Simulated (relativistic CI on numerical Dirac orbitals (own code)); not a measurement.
Sensitivity of the levels of Tm VIII to α and to the nuclear radius

Method of calculation: Dirac-Coulomb-Breit CI, separate exchange-only KLI orbitals for each configuration, derivatives by finite differences, unscaled Slater integrals, QED left out (own radial code, finite nucleus).

Configurations in the expansion (outside the closed core [Kr]): 4d¹⁰4f¹¹5s²5p³, 4d¹⁰4f¹³5s5p², 4d¹⁰4f¹²5s²5p6s, 4d⁹4f¹³5s²5p². The list is cut by size and lacks configurations that can hold low levels.

With x = (α/α₀)² − 1 an excitation energy changes as ω = ω₀ + qx; K = 2q/ω₀ is the relative enhancement. Terms are leading LS components, so labels can repeat. The field-shift factor is F = δν/δ⟨r²⟩ for the transition from the lowest level.

Lowest level 4d¹⁰4f¹¹5s²5p³ ⁷I9.

| Level | ω₀ (cm⁻¹) | q (cm⁻¹) | F (GHz/fm²) |
| --- | --- | --- | --- |
| 4d¹⁰4f¹¹5s²5p³ ⁷I8 | 4407.1 | 3670 | -0.12 |
| 4d¹⁰4f¹¹5s²5p³ ⁷I7 | 7685.1 | 4971 | 0.112 |
| 4d¹⁰4f¹¹5s²5p³ ⁷I6 | 10438.0 | 6270 | 0.297 |
| 4d¹⁰4f¹¹5s²5p³ ⁷I5 | 13354.8 | 10290 | 0.382 |
| 4d¹⁰4f¹¹5s²5p³ ⁷I4 | 15598.1 | 12640 | 0.415 |
| 4d¹⁰4f¹¹5s²5p³ ⁵I8 | 15745.1 | 1482 | 0.707 |
| 4d¹⁰4f¹¹5s²5p³ ⁷I3 | 17045.8 | 13150 | 0.47 |
| 4d¹⁰4f¹¹5s²5p³ ⁵I7 | 18447.8 | 1714 | 0.517 |
| 4d¹⁰4f¹¹5s²5p³ ⁵G6 | 20005.3 | -855.4 | 0.55 |
| 4d¹⁰4f¹¹5s²5p³ ⁷F5 | 21710.6 | -3441 | 0.799 |
| 4d¹⁰4f¹¹5s²5p³ ⁵G6 | 22617.1 | -351.9 | 0.532 |
| 4d¹⁰4f¹¹5s²5p³ ³I7 | 25253.1 | -157.2 | 0.834 |
| 4d¹⁰4f¹¹5s²5p³ ⁵I6 | 26530.3 | 5075 | 0.575 |

At this charge configurations can still be misplaced by up to about 7 % of their energy. Terms inside the open d or f shell come out 10 to 20 % too wide with unscaled integrals. Levels and lines within the n = 5 or 6 shells can be off by up to 10 % or somewhat more, and those that change n by about 2 %, since core polarisation is missing.

**Question.** Which transition from the lowest level has the largest |K|?

**Answer.** 4d¹⁰4f¹¹5s²5p³ ⁷I8 at 4407.1 cm⁻¹, K = 1.67.
